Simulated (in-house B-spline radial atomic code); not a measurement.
Ionising Sm with different functionals

Computed with an all-electron radial atomic-structure program (B-spline basis): scalar-relativistic (spin-free X2C) Hamiltonian, Fermi nucleus of rms radius 5.0819 fm, spin-polarised at highest spin, spherical fractional occupations for the functionals, and exact exchange of hybrids averaged over the configuration. The ionisation energy is the difference of two self-consistent energies, [Xe] 4f6 6s2 → [Xe] 4f6 6s1, without Breit or QED terms; ε is the level of the shell that loses the electron (its least bound occupied spin orbital). There is no spin-orbit coupling in this Hamiltonian.

```csv
method,rung,ΔSCF (eV),-ε(6s) (eV)
PBE0,global hybrid,?,?
B3LYP,global hybrid,5.65,3.85
TPSSh,global hybrid,5.40,3.61
BHandHLYP,global hybrid,5.44,4.31
r2SCAN0,global hybrid,5.26,3.92
B97-1,global hybrid,?,?
HSE06,range-separated hybrid,5.47,3.61
wB97X,range-separated hybrid,5.78,5.49
CAM-B3LYP,range-separated hybrid,5.57,4.72
LC-wPBE,range-separated hybrid,5.28,5.44
```

Task: What does B97-1 give?

Result: ΔSCF 5.72 eV, and -ε(6s) = 3.79 eV.

Task: What does PBE0 give?

Result: ΔSCF 5.46 eV, and -ε(6s) = 3.93 eV.

Task: Among the functionals, which spreads more, the ΔSCF values or the orbital energies?

Result: The orbital energies: ΔSCF values span about 0.53 eV and the orbital energies 1.88 eV.

Task: How do they compare with the NIST value?

Result: NIST lists 5.644 eV (measured, ground level to ground level). Errors run from -0.38 to +0.14 eV; B3LYP is closest (+0.01 eV), but part of that can be cancellation, since the calculations leave out spin-orbit coupling, Breit-QED terms, multiplet and fine-structure energies.
